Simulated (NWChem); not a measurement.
## BrCl$_{3}$Si

SMILES: Cl[Si](Cl)(Cl)Br
```xyz
5

Cl     1.2330    -0.7883     1.6619
Si     0.4124     0.0607     0.0000
Cl     1.2330    -0.7883    -1.6619
Cl     0.8137     2.0594     0.0000
Br    -1.7580    -0.2588     0.0000
```
Charge 0, spin multiplicity 1.

All runs are NWChem calculations. Structure: optimised with PBE0/def2-SVP, a minimum by its harmonic frequencies.

The Hamiltonian is non-relativistic. B3LYP has NWChem's definition, with VWN1-RPA local correlation. The structure started from a generated list of species. No SCF solution was tested for a lower state.

Worked example. At B3LYP/def2-TZVP the molecule has a total energy of -4244.59127 Ha and the free atoms (multiplicities Cl 2, Si 3, Br 2) Cl -460.16698, Si -289.39206, Br -2574.14096 Ha. The electronic atomisation energy is the atoms' sum less the molecule's energy.

3·(-460.16698) + 1·(-289.39206) + 1·(-2574.14096) = -4244.03396 Ha for the atoms; less the molecule's energy this leaves 0.55731 Ha, or 349.7 kcal/mol (1463 kJ/mol), without zero-point, thermal or spin-orbit terms.
